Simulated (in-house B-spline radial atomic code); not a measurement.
**Ionising In7+ with different functionals**

Computed with a radial B-spline atomic code at the basis-set limit: non-relativistic Hamiltonian, point nucleus, spin-polarised at highest spin, spherical fractional occupations for the functionals, and exact exchange of hybrids averaged over the configuration. The ionisation energy is the difference of two self-consistent energies, [Kr] 4d6 → [Kr] 4d5, without Breit or QED terms; ε is the level of the shell that loses the electron (its least bound occupied spin orbital). There is no spin-orbit coupling in this Hamiltonian.

```tsv
method	rung	ΔSCF (eV)	-ε(4d) (eV)
PBE0	global hybrid	131.88	124.60
B3LYP	global hybrid	132.03	124.14
TPSSh	global hybrid	131.72	122.77
M06-2X	global hybrid	?	?
BHandHLYP	global hybrid	131.69	127.19
r2SCAN0	global hybrid	131.25	124.18
B97-1	global hybrid	?	?
HSE06	range-separated hybrid	131.81	124.13
wB97X	range-separated hybrid	131.86	127.15
CAM-B3LYP	range-separated hybrid	131.98	126.12
LC-wPBE	range-separated hybrid	131.98	127.35
```

Task: What does B97-1 give?

Result: ΔSCF 132.12 eV, and -ε(4d) = 124.33 eV.

Task: What does M06-2X give?

Result: ΔSCF 132.56 eV, and -ε(4d) = 128.35 eV.

Task: Among the functionals, which spreads more, the ΔSCF values or the orbital energies?

Result: The orbital energies: ΔSCF values span about 1.31 eV and the orbital energies 5.57 eV; here energy differences depend much less on the functional than eigenvalues do.

Task: How do they compare with the NIST value?

Result: NIST lists 130 eV ± 2.1 (tabulated theory, ground level to ground level). Errors run from +1.15 to +2.46 eV; all lie within about twice that uncertainty, so the table can't rank the methods.
